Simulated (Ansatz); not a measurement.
The same ligand exchange along the group B, Al, Ga.

Isolated molecules relaxed with PBE0-D4/def2-TZVP in Ansatz; ΔE leaves out vibrations. CCSD(T)/CBS adds triple-zeta CCSD(T) − MP2 to the extrapolated MP2 energy (def2 sets, frozen cores). This one scheme is used for every species. DFT in def2-TZVPP. For Ga outer-core shells are correlated without core-valence functions, which leaves a few kJ/mol of doubt a bond. Scalar relativity is left out up to krypton. One conformer a species, not always the lowest.

```
                                                    reaction  CCSD(T)/CBS(def2) (eV)
                 `NB[SiH2]O` + `OC=S` → `O[SiH2]OC=S` + `BN`                   -1.35
`[NH2][AlH][SiH2]O` + `OC=S` → `O[SiH2]OC=S` + `[NH2][AlH2]`                       ?
`[NH2][GaH][SiH2]O` + `OC=S` → `O[SiH2]OC=S` + `[NH2][GaH2]`                   -0.99
```

Question: Fill in the missing values. (An estimate is asked.)

Answer: The calculation gave: `[NH2][AlH][SiH2]O` + `OC=S` → `O[SiH2]OC=S` + `[NH2][AlH2]`: -1.19 eV.

Largest T1 diagnostic: 0.018, for `OC=S`.
